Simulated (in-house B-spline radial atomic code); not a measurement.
The zinc ion Zn⁺ is squeezed into an impenetrable sphere of radius R (the orbitals vanish at R). All numbers are computed (scalar-relativistic (X2C) Hartree-Fock, spin-polarised, averaged over the determinants with the given up and down occupations; Fermi nucleus of rms radius 3.9283 fm) with a radial B-spline atomic code at the basis-set limit, not measured.

Energies in eV above the free ion in [Ar] 3d10 4s1:

| R (bohr) | highest level (eV) | [Ar] 3d10 4s1 | [Ar] 3d10 4p1 | [Ne] 3s2 3p5 3d10 4s1 4d1 |
| --- | --- | --- | --- | --- |
| 9.42 | -17 | 0.0003705 | 5.672 | 102.6 |
| 6.69 | -16.9 | 0.04181 | 5.933 | 103.9 |
| 4.87 | -16.3 | 0.6951 | 7.638 | 108.6 |
| 4.33 | -15.5 | 1.556 | 9.253 | 112.2 |
| 3.68 | -13.2 | 4.211 | 13.38 | 120.8 |
| 3.19 | -8.99 | 9.366 | 20.35 | 133.8 |
| 2.68 | 1.12 | 23.37 | 37.37 | 162.6 |
| 2.34 | 15.6 | 46.15 | 63.16 | 202.6 |
| 1.61 | 126 | 275.1 | 301.2 | 524.5 |
| 1.23 | 351 | 916.3 | 941.1 | 1306 |

Does [Ar] 3d10 4p1 fall below [Ar] 3d10 4s1 under compression?

No, it stays above over the whole range.

Does [Ne] 3s2 3p5 3d10 4s1 4d1 fall below [Ar] 3d10 4s1 under compression?

No, it stays above over the whole range.

The highest level is first positive in the row R = 2.68 bohr, pushed up by confinement above the zero of the free ion's potential. Each configuration is held fixed and needn't be the lowest in the sphere.
